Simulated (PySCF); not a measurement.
Molecule (SMILES): C=C(F)F.
Geometry (B3LYP-D3(BJ)/def2-TZVP, fixed):
```
C
C 1 1.3156
F 1 1.3225 2 125.22
F 1 1.3225 2 125.22 3 -180.00
H 2 1.0775 1 119.81 3 0.00
H 2 1.0775 5 120.39 1 180.00
```

Basis-set convergence of the lowest singlet excitation energy at CAM-B3LYP with PySCF. Tamm-Dancoff approximation; the state is taken by its order, and sets in which it differs in degeneracy or brightness are left out, yet its character can still change. All functions are spherical. Density fitting with generated auxiliary sets. No added dispersion term, no relativity. Reference: the value in aug-pcseg-2, 6.767 eV, itself unsure by roughly 0.002 eV (its distance from aug-cc-pVTZ). Deviations are taken from unrounded values. Cost is core time over that of def2-SVPD, rough, on shared machines of one kind.

```tsv
basis	functions	lowest singlet excitation energy (eV)	minus reference (eV)	cost
def2-SVPD	102	7.310	0.543	1×
aug-pcseg-1	110	6.780	0.013	1×
def2-TZVP	136	8.216	1.449	2×
def2-TZVPP	152	8.198	1.431	2×
def2-TZVPD	172	6.955	0.188	4×
def2-TZVPPD	188	6.953	0.186	6×
aug-pcseg-2	230	6.767	0.000	8×
def2-QZVPP	288	7.541	0.774	10×
```

The smallest set listed that lies within 0.1 eV of the reference with all its larger relatives (same family, alike in diffuse functions; a set with none counts only in the reference's own line) is aug-pcseg-1 (110 functions, 1× in cost, 0.013 eV off).
